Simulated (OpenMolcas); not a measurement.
Ag4+ among 3 point charges of -1.5 e arranged as a planar triangle (D3h).

* Program: OpenMolcas
* Method: CASSCF
* Basis: ANO-RCC-VDZP [6s5p3d1f]
* Scalar Hamiltonian: DKH2, point nucleus
* Active space: 7 electrons in 5 orbitals (4d)
* State averaging: 2S+1 = 4 even, 10 roots; 2S+1 = 2 even, 40 roots
* Spin-orbit coupling: RASSI with atomic mean-field integrals over the reference wave functions

All point charges move together. At R = 2.1 Å the first state of the same spin is 946.4 cm-1, and at R = 2.19 Å it is 828.2 cm-1.

**Question.** A third run gives 561.4 cm-1. What distance was it run at?

**Answer.** With a power law R^-n the two known points give n = -ln(828.2 / 946.4) / ln(2.19 / 2.1) = 3.18. Then R = 2.1 × (946.4 / 561.4)^(1/3.18) = 2.475 Å. The run was at 2.45 Å, so the estimate is off by +0.025 Å.

Without dynamic correlation the repulsion within the d shell is too large (B by tens of per cent), so at a given field states of lower spin stand too high. Point charges give a weaker field than real ligands, and real ions of this kind are as a rule low spin; the high spin found here belongs to the model. The ground term spreads over less than 5000 cm-1, several times less than with real ligands, so orbital moments are less quenched and χT lies further from the spin-only value than at real sites. Spin-orbit coupling mixes the spin-free states strongly: the lowest level takes only 57 % from its leading state, 4A2 (figures for R = 2.1; the like holds for R = 2.19, R = 2.45). This is an electrostatic model: the charges have no orbitals. An unlabelled pair can be two single states that coincide in this model. No measured value stands beside these numbers.
